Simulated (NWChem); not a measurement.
Molecule: GeSiH$_{3}$Cl, singlet; SMILES [Ge]([SiH3])[Cl]

```xyz
6

Ge     0.7188     0.1938     0.4720
Cl    -0.7473     1.5201    -0.5714
Si    -0.6144    -1.8990     0.0806
H      0.0534    -3.1001     0.6647
H     -0.7869    -2.1338    -1.3822
H     -1.9661    -1.7772     0.6991
```
Atoms are numbered in this order, from 1.

Results from NWChem. Pople sets run with spherical d functions. Low-valent species are run as closed-shell singlets; no triplet was tried in these runs. Structure relaxed at the B3LYP/6-31G* (spherical d) level. GIAO values for the isolated, static molecule; σ is the absolute isotropic shielding, δ = σ(reference) − σ with the isolated reference molecule computed at the same levels (1H: tetramethylsilane, 29Si: tetramethylsilane).

Q: What does the run give for B3LYP/6-311G**? Quantities: σ Ge1 (ppm); σ Cl2 (ppm); δ Si3 (ppm); δ H4 (rotor mean) (ppm).

A: 
```json
{
  "σ Ge1 (ppm)": "-885.1",
  "σ Cl2 (ppm)": "206.0",
  "δ Si3 (ppm)": "-82.6",
  "δ H4 (rotor mean) (ppm)": "3.77"
}
```
